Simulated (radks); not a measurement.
The numbers below are computed, except where a source is named.
Question: The mean radii <r> (bohr) of the occupied orbitals of an atom or ion are listed with their occupations. Code: a radial shooting solver on a logarithmic mesh with Libxc functionals. Model: Dirac Kohn-Sham, BLYP, spin-unpolarised, spherical densities, finite nucleus; Fermi nuclear charge, rms radius of each element as measured or else 0.836 A^(1/3) + 0.57 fm.

orbital  occ.      <r>
1s1/2       2  0.03516
2s1/2       2   0.1534
2p1/2       2   0.1307
2p3/2       4   0.1353
3s1/2       2   0.4288
3p1/2       2   0.4234
3p3/2       4   0.4340
3d3/2       4   0.4133
3d5/2       6   0.4168
4s1/2       2    1.103
4p1/2       2    1.206
4p3/2       4    1.236
4d3/2     1.6    1.728
4d5/2     2.4    1.744

Name the element and its charge. Open shells, if any, are shared by 2j + 1.

Answer: Z = 42, molybdenum, charge +2: Mo2+ in [Kr] 4d4. The 1s radius gives Z: for a bare nucleus <r> = (2 gamma + 1)/(2Z) with gamma = sqrt(1 - (Z/c)^2), 0.03457 bohr for Z = 42, and screening makes it slightly larger (0.03516 here). The occupations add up to 40, and the charge is Z minus that.
